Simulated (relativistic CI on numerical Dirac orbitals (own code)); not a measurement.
## In XLIII: computed level list

These numbers are calculated, not measured: Dirac-Coulomb-Breit CI, orbitals from a KLI potential per configuration, model QED, unscaled Slater integrals (own radial code, finite nucleus).

Configurations in the expansion (outside the closed core 1s2): 2s2 2p3, 2s 2p4, 2p5, 2p4 3s, 2p4 3p, 2p4 3d, 2s2 2p2 3s, 2s2 2p2 3p, 2s2 2p2 3d, 2s 2p3 3s, 2s 2p3 3p, 2s 2p3 3d, 2s2 2p2 4s, 2s2 2p2 4p, 2s2 2p2 4d, 2s2 2p2 4f. Levels of other configurations are missing.

| No. | Configuration | Term | J | E (Ry) | % | Next component (%) | jj configuration (%) |
| --- | --- | --- | --- | --- | --- | --- | --- |
| 41 | 2s2 2p2 3d | 4F | 7/2 | 303.139 | 54 | 34 2G | 2p1/2 2p3/2 3d3/2 (69) |
| 42 | 2s2 2p2 3d | 4D | 7/2 | 303.378 | 48 | 33 2F | 2p1/2 2p3/2 3d5/2 (76) |
| 43 | 2s2 2p2 3d | 2F | 5/2 | 303.593 | 33 | 31 4P | 2p1/2 2p3/2 3d3/2 (62) |
| 44 | 2s2 2p2 3d | 4D | 3/2 | 303.896 | 37 | 36 2D | 2p1/2 2p3/2 3d3/2 (50) |
| 45 | 2s2 2p2 3d | 4P | 3/2 | 304.390 | 38 | 30 2P | 2p1/2 2p3/2 3d5/2 (51) |
| 46 | 2s2 2p2 3d | 2F | 5/2 | 304.459 | 33 | 28 4D | 2p1/2 2p3/2 3d5/2 (69) |
| 47 | 2s2 2p2 3d | 2G | 9/2 | 304.465 | 59 | 41 4F | 2p1/2 2p3/2 3d5/2 (99) |
| 48 | 2s2 2p2 3d | 4P | 1/2 | 304.567 | 39 | 30 2P | 2p1/2 2p3/2 3d3/2 (97) |
| 49 | 2s 2p3 3s | 4D° | 1/2 | 304.924 | 40 | 35 2P° | 2s 2p3/2 3s (93) |
| 50 | 2s 2p3 3p | 6P | 3/2 | 304.971 | 27 | 22 4P | 2s 2p3/2 3p1/2 (76) |
| 51 | 2s2 2p2 3d | 2D | 5/2 | 304.987 | 36 | 13 2s2 2p2 3s 4P | 2p1/2 2p3/2 3d5/2 (52) |
| 52 | 2s 2p3 3s | 2P° | 3/2 | 305.155 | 29 | 21 2D° | 2s 2p3/2 3s (95) |
| 53 | 2s2 2p2 3d | 2D | 5/2 | 305.327 | 17 | 15 2s 2p3 3p 4P | 2s 2p3/2 3p1/2 (49) |
| 54 | 2s2 2p2 3d | 2F | 7/2 | 305.768 | 62 | 22 2G | 2p1/2 2p3/2 3d5/2 (92) |
| 55 | 2s2 2p2 3d | 2D | 3/2 | 305.838 | 56 | 23 2P | 2p1/2 2p3/2 3d5/2 (88) |
| 56 | 2s2 2p2 3s | 4P | 5/2 | 306.045 | 40 | 27 2D | 2p3/2^2 3s (67) |
| 57 | 2s2 2p2 3d | 2P | 1/2 | 306.050 | 64 | 29 2S | 2p1/2 2p3/2 3d5/2 (95) |
| 58 | 2s2 2p2 3s | 2P | 3/2 | 306.250 | 46 | 32 2D | 2p3/2^2 3s (87) |
| 59 | 2s2 2p2 3s | 2S | 1/2 | 308.531 | 65 | 16 4P | 2p3/2^2 3s (89) |
| 60 | 2s 2p3 3p | 4D | 1/2 | 309.018 | 31 | 30 2P | 2s 2p3/2 3p1/2 (86) |
| 61 | 2s 2p3 3p | 2D | 3/2 | 309.150 | 30 | 28 4F | 2s 2p3/2 3p1/2 (96) |
| 62 | 2s 2p3 3p | 4D | 7/2 | 309.447 | 42 | 41 6P | 2s 2p3/2 3p3/2 (94) |
| 63 | 2s 2p3 3p | 4P | 3/2 | 309.949 | 38 | 26 2P | 2s 2p3/2 3p3/2 (95) |
| 64 | 2s 2p3 3p | 4P | 5/2 | 310.723 | 37 | 24 2D | 2s 2p3/2 3p3/2 (92) |
| 65 | 2s2 2p2 3p | 2P° | 3/2 | 310.764 | 26 | 22 4P° | 2p3/2^2 3p1/2 (96) |
| 66 | 2s2 2p2 3p | 2D° | 5/2 | 311.030 | 43 | 24 2F° | 2p3/2^2 3p1/2 (96) |
| 67 | 2s 2p3 3p | 4P | 1/2 | 311.033 | 40 | 34 2P | 2s 2p3/2 3p3/2 (91) |
| 68 | 2s2 2p2 3p | 2P° | 1/2 | 313.364 | 70 | 15 4D° | 2p3/2^2 3p1/2 (87) |
| 69 | 2s 2p3 3p | 2D | 5/2 | 313.973 | 25 | 23 4P | 2s 2p3/2 3p3/2 (96) |
| 70 | 2s 2p3 3d | 6D° | 5/2 | 314.016 | 31 | 29 4D° | 2s 2p3/2 3d3/2 (91) |
| 71 | 2s 2p3 3d | 6D° | 3/2 | 314.187 | 39 | 24 4D° | 2s 2p3/2 3d3/2 (93) |
| 72 | 2s 2p3 3d | 6D° | 7/2 | 314.235 | 32 | 23 4D° | 2s 2p3/2 3d3/2 (76) |
| 73 | 2s 2p3 3d | 6D° | 1/2 | 314.260 | 42 | 40 4P° | 2s 2p3/2 3d3/2 (93) |
| 74 | 2s2 2p2 3p | 2D° | 5/2 | 314.548 | 44 | 30 4P° | 2p3/2^2 3p3/2 (83) |
| 75 | 2s2 2p2 3p | 4D° | 7/2 | 314.585 | 54 | 37 2F° | 2p3/2^2 3p3/2 (91) |
| 76 | 2s 2p3 3p | 2P | 3/2 | 314.619 | 25 | 23 2D | 2s 2p3/2 3p3/2 (95) |
| 77 | 2s2 2p2 3p | 2P° | 1/2 | 314.883 | 65 | 22 2S° | 2p3/2^2 3p3/2 (87) |
| 78 | 2s 2p3 3p | 4P | 1/2 | 314.897 | 48 | 24 2P | 2s 2p3/2 3p3/2 (95) |
| 79 | 2s 2p3 3d | 4F° | 9/2 | 315.081 | 43 | 42 6D° | 2s 2p3/2 3d5/2 (95) |
| 80 | 2s 2p3 3s | 4D° | 5/2 | 315.149 | 38 | 35 6S° | 2s 2p1/2 2p3/2^2 3s (78) |
| 81 | 2s 2p3 3s | 4S° | 3/2 | 316.223 | 37 | 24 4D° | 2s 2p1/2 2p3/2^2 3s (79) |
| 82 | 2s 2p3 3d | 4D° | 5/2 | 316.337 | 35 | 23 2D° | 2s 2p3/2 3d5/2 (91) |
| 83 | 2s 2p3 3d | 4D° | 3/2 | 316.509 | 32 | 22 2D° | 2s 2p3/2 3d5/2 (74) |
| 84 | 2s 2p3 3d | 4D° | 7/2 | 316.816 | 36 | 25 2F° | 2s 2p3/2 3d5/2 (62) |
| 85 | 2s2 2p2 3p | 2P° | 3/2 | 317.021 | 56 | 9 2D° | 2p3/2^2 3p3/2 (82) |
| 86 | 2s 2p3 3d | 4D° | 1/2 | 317.615 | 58 | 29 2P° | 2s 2p3/2 3d5/2 (87) |
| 87 | 2s 2p3 3s | 4D° | 7/2 | 317.751 | 76 | 6 2s 2p3 3d 2F° | 2s 2p1/2 2p3/2^2 3s (76) |
| 88 | 2s2 2p2 3p | 2P° | 3/2 | 317.903 | 58 | 17 2D° | 2p3/2^2 3p3/2 (91) |
| 89 | 2s 2p3 3d | 2F° | 5/2 | 318.507 | 29 | 28 4G° | 2s 2p3/2 3d3/2 (92) |
| 90 | 2s 2p3 3s | 2D° | 5/2 | 318.628 | 72 | 19 4D° | 2s 2p1/2 2p3/2^2 3s (92) |
| 91 | 2s 2p3 3d | 2D° | 3/2 | 318.813 | 36 | 24 2P° | 2s 2p3/2 3d3/2 (78) |
| 92 | 2s 2p3 3d | 2P° | 1/2 | 319.086 | 47 | 38 4D° | 2s 2p3/2 3d3/2 (90) |
| 93 | 2s 2p3 3p | 6P | 3/2 | 319.438 | 33 | 21 4D | 2s 2p1/2 2p3/2^2 3p1/2 (93) |
| 94 | 2s 2p3 3d | 2F° | 7/2 | 319.969 | 27 | 25 4D° | 2s 2p3/2 3d5/2 (96) |
| 95 | 2s 2p3 3p | 4F | 5/2 | 319.975 | 16 | 12 4P | 2s 2p1/2 2p3/2^2 3p1/2 (54) |
| 96 | 2s 2p3 3s | 4P° | 1/2 | 320.126 | 83 | 14 2P° | 2s 2p1/2 2p3/2^2 3s (98) |
| 97 | 2s2 2p2 3d | 2D | 3/2 | 320.146 | 35 | 21 4P | 2p3/2^2 3d3/2 (94) |
| 98 | 2s2 2p2 3d | 2P | 1/2 | 320.294 | 57 | 26 4P | 2p3/2^2 3d3/2 (78) |
| 99 | 2s2 2p2 3d | 2F | 7/2 | 320.354 | 34 | 25 4F | 2p3/2^2 3d3/2 (78) |
| 100 | 2s2 2p2 3d | 4D | 5/2 | 320.380 | 15 | 14 2D | 2p3/2^2 3d3/2 (49) |
| 101 | 2s 2p3 3d | 2D° | 5/2 | 320.539 | 27 | 22 2F° | 2s 2p3/2 3d5/2 (90) |
| 102 | 2s2 2p2 3d | 2F | 7/2 | 320.613 | 57 | 25 4D | 2p3/2^2 3d5/2 (84) |
| 103 | 2s 2p3 3d | 2P° | 3/2 | 320.675 | 24 | 23 4D° | 2s 2p3/2 3d5/2 (90) |
| 104 | 2s2 2p2 3d | 4F | 9/2 | 320.692 | 58 | 40 2G | 2p3/2^2 3d5/2 (98) |
| 105 | 2s 2p3 3s | 4S° | 3/2 | 321.272 | 33 | 21 4P° | 2s 2p1/2 2p3/2^2 3s (94) |
| 106 | 2s 2p3 3s | 2S° | 1/2 | 321.418 | 46 | 38 4D° | 2s 2p1/2 2p3/2^2 3s (95) |
| 107 | 2s2 2p2 3d | 2S | 1/2 | 321.560 | 40 | 31 2P | 2p3/2^2 3d5/2 (78) |
| 108 | 2s 2p3 3s | 2D° | 3/2 | 322.060 | 81 | 8 4S° | 2s 2p1/2 2p3/2^2 3s (93) |
| 109 | 2s 2p3 3p | 2F | 7/2 | 322.110 | 34 | 33 4F | 2s 2p1/2 2p3/2^2 3p1/2 (92) |
| 110 | 2s2 2p2 3d | 2P | 3/2 | 322.164 | 49 | 27 2D | 2p3/2^2 3d5/2 (70) |

Energies count from the lowest computed level; ° marks odd parity. Filled j subshells are mostly left out of the jj labels.

The mean weight of the leading LS term, summed over parents, in these 70 levels is 43 %, and that of the leading jj configuration (from the same eigenvectors) 84 %, so jj coupling describes them better and the LS labels are nominal.

At this charge energies of transitions that change n are usually good to better than 1 %, and those within a shell (Δn = 0) to a few per cent.

LS names give the leading component of a level, which can be under half, so a name can repeat, a term be missing and a line seem to break the LS rules.
